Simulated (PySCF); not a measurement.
Species: C₃H₁₀PSi (charge +1).
SMILES with atom numbers: `[SiH3:1][C@@H:2]1[CH2:3][CH2:4][PH2+:5]1`

Probes without a nucleus sit at each ring's centroid and 1 Å off its mean plane on both sides; NICS is minus the shielding there, NICSzz its component along the normal. Level: GIAO PBE0/pcSseg-1 (PySCF, non-relativistic, gas phase) on the GFN2-xTB geometry, one conformer.

Ring bond lengths (Å), with Mayer bond orders in brackets: C2–C3 1.556 (0.94), C3–C4 1.552 (0.98), C4–P5 1.818 (1.02), P5–C2 1.813 (1.02).

Q: Give the NICS values of each ring in ppm.

A: 
```csv
ring,type,NICS(0),"NICS(1), two faces","NICS(1)zz, two faces",rms pucker (Å),"centre to ring atoms, mean (Å)"
C2–C3–C4–P5,4-membered ring with P; formal bonds all single,0.4,0.1 / -0.3,5.8 / 5.8,0.08,1.19
```

Q: What can be read from them?

A: 
- C2–C3–C4–P5: mean NICS(1)zz 5.8 ppm, deshielded. C2, C3, C4, P5 have four or more neighbours, so the value isn't read as a sign of a π ring current.

Q: List the ring angles and the Hirshfeld charges of the ring atoms.

A: 
- C2–C3–C4–P5: C2 89.7° (-0.119 e), C3 97.9° (-0.042 e), C4 89.6° (-0.065 e), P5 80.5° (+0.478 e); sum 357.7° against 360° for a flat convex ring.

Q: How shielded are the nuclei of the rings and their hydrogens (means over atoms taken as equivalent)?

A: 
```tsv
atoms	environment	σ isotropic (ppm)	principal values of the symmetric part, first atom (ppm)
C2	sp3 carbon bound to silicon	171.9	139.5, 175.9, 200.3
C3	four-membered-ring carbon	157.7	134.3, 158.3, 180.4
C4	sp3 carbon bound to phosphorus	170.0	143.8, 172.7, 193.4
P5	phosphonium phosphorus	354.8	291.6, 336.1, 436.6
H on C2	methine hydrogen	28.71	24.5, 26.6, 35.0
H on C3	methylene hydrogen	28.02	24.6, 25.8, 33.7
H on C3	methylene hydrogen	28.87	24.7, 26.7, 35.2
H on C4	methylene hydrogen	28.44	24.7, 24.9, 35.8
H on C4	methylene hydrogen	28.07	24.7, 25.7, 33.8
H on P5	P–H hydrogen	25.50	21.8, 22.9, 31.8
H on P5	P–H hydrogen	24.89	21.7, 22.2, 30.8
```
